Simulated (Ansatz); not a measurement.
Start from `N=CO` and change one element to get `N=C[SeH]`.

Ansatz, PBE0-D4/def2-TZVP geometries, multiplicity 1. Each molecule was computed in one conformer, which needn't be the lowest.

Scalar relativity is left out up to krypton.

```json
{"property": "HOMO energy (B3LYP/def2-TZVPP) / eV", "`N=CO`": "-7.96"}
{"property": "ideal-gas entropy at 298 K and 1 bar (rigid rotor, harmonic PBE0-D4/def2-TZVP) / J/(mol·K)", "`N=CO`": "250"}
{"property": "size of the dipole moment (ωB97M-V/def2-TZVPP) / D", "`N=CO`": "1.03"}
{"property": "HOMO–LUMO gap (PBE/def2-TZVPP) / eV", "`N=CO`": "6.00"}
{"property": "HOMO–LUMO gap (PBE0/def2-TZVPP) / eV", "`N=CO`": "8.65"}
{"property": "HOMO energy (PBE0/def2-TZVPP) / eV", "`N=CO`": "-8.20"}
```

Give the same properties after the change, and the shifts. (Estimate.)

The calculation gave: 
```csv
property,`N=C[SeH]`,shift
HOMO energy (B3LYP/def2-TZVPP) / eV,-6.80,1.16
"ideal-gas entropy at 298 K and 1 bar (rigid rotor, harmonic PBE0-D4/def2-TZVP) / J/(mol·K)",282,32
size of the dipole moment (ωB97M-V/def2-TZVPP) / D,2.60,1.57
HOMO–LUMO gap (PBE/def2-TZVPP) / eV,4.43,-1.57
HOMO–LUMO gap (PBE0/def2-TZVPP) / eV,6.57,-2.08
HOMO energy (PBE0/def2-TZVPP) / eV,-7.02,1.18
```

With PBE0 the HOMO rises by 1.18 eV and the LUMO falls by 0.91 eV, so the gap narrows by about 2.09 eV. PBE moves the HOMO by 0.76 eV and ωB97M-V by 1.39 eV. Dipoles are sizes alone; their direction can turn.

B3LYP here is the variant with VWN-RPA as its local correlation; programs differ in this.

Spin–orbit coupling is left out; it splits and shifts lone-pair levels of the heavy atoms by tenths of an eV.
